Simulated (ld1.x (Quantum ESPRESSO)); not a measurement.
Results of a calculation; reference values are marked as such.
## Potentials for aluminium (Al) compared

Generated with ld1.x 7.5 (TM, RRKJ, ultrasoft, PAW), atompaw 4.2 or ONCVPSP 4.0.1. The cutoff is in Ry: for ld1.x and atompaw files where the sum of valence levels is converged to 10 mRy in a Bessel basis, for ONCV files where the hardest occupied wave has 1 mHa per electron of residual kinetic energy. The error is the largest all-electron minus pseudo excitation energy over each file’s own four to seven test configurations (ionisations up to +4, promotions, holes and added fractions of an electron), all of which were solved. The labels leave out finer settings (local radius, basis sizes, second energies), which also bear on the numbers. Spin-polarised tests are not counted. The rows are a selection from randomly drawn settings: files with unsolved tests, undetermined cutoffs or missed reference levels are left out.

| potential | cutoff (Ry) | largest error (meV) | bound ghosts |
| --- | --- | --- | --- |
| TM, PBEsol, non-relativistic, rc 1.95/2.80 (sp), local s, core correction no, reference 3s2 3p1 | 10 | +20 | none |
| TM, LDA (PZ), fully relativistic, rc 1.55/2.20 (sp), local p, core correction yes, reference 3s2 3p1 | 25 | +11 | none |
| TM, LDA (PZ), scalar-relativistic, rc 1.50/2.95 (sp), local smoothed, core correction yes, reference 3s2 3p1 | 30 | -33 | none |
| PAW, Wu–Cohen, scalar-relativistic, rc 2.05/2.00 (sp), local smoothed, core correction yes, reference 3s1.75 3p1.25 | 6 | -21 | none |
| TM semilocal, Wu–Cohen, scalar-relativistic, rc 1.75/2.70/2.85 (spd), local d, core correction yes, reference 3s2 3p0.5 | 10 | -15 | none |
| RRKJ, revPBE, scalar-relativistic, rc 1.80/2.35/1.85 (spd), local d, core correction no, reference 3s2 3p1 | 12 | +17 | none |
| ultrasoft, PBEsol, scalar-relativistic, rc 1.95/2.90/2.40 (spd), local smoothed, core correction no, reference 3s2 3p1 | 8 | +18 | none |
| PAW, BP86, scalar-relativistic, rc 2.25/2.50/1.90 (spd), local smoothed, core correction yes, reference 3s2 3p1 | 6 | -23 | none |

Fill in the row for Al: TM semilocal, PBE, scalar-relativistic, rc 2.05/2.05 (sp), local s, core correction yes, reference 3s2 3p1.

cutoff 10 Ry, largest error +31 meV, bound ghosts: none.
